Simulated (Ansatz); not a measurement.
CH7BGaN, SMILES `BN[CH2][GaH2]`. The species carries charge 0 and has multiplicity 1.

```xyz
11

B    -1.414    0.523   -1.342
N    -0.231   -0.044   -0.903
C     0.624    0.432    0.166
Ga    0.911   -0.859    1.651
H    -2.017   -0.014   -2.226
H    -1.802    1.531   -0.821
H     0.080   -0.904   -1.328
H     1.607    0.737   -0.221
H     0.180    1.341    0.582
H     0.487   -2.360    1.448
H     1.575   -0.383    2.993
```

Question: List the harmonic frequencies (cm⁻¹, unscaled) at PBE0-D4/def2-TZVP in Ansatz. (Estimate.)

Answer: The calculation gave: 73, 111, 183, 348, 429, 446, 483, 626, 723, 746, 809, 903, 988, 1043, 1197, 1216, 1226, 1351, 1445, 1531, 1954, 1962, 2565, 2648, 3006, 3092, 3610.

Question: Is this a minimum?

Answer: Yes, all 27 modes are real.

Question: Give the ideal-gas thermochemistry at 298.15 K and 1 bar (rigid rotor, harmonic oscillator; point group C1, symmetry number 1).

Answer: Zero-point energy 207.6 kJ/mol; H(298) − E = 227.7 kJ/mol; entropy 338.8 J/(mol·K), of which translation 167.9, rotation 109.0, vibration 61.9; G(298) − E = 126.7 kJ/mol. Modes under 100 cm⁻¹ are hindered rotations or soft bends, so the harmonic entropy is rough.

Question: And at 400, 500, 600, 800 and 1000 K?

Answer: 
| T (K) | H − E (kJ/mol) | S (J/mol/K) | G − E (kJ/mol) |
| --- | --- | --- | --- |
| 400 | 239.3 | 372.3 | 90.4 |
| 500 | 252.8 | 402.2 | 51.7 |
| 600 | 267.9 | 429.8 | 10.1 |
| 800 | 302.2 | 478.9 | -80.9 |
| 1000 | 340.4 | 521.5 | -181.1 |
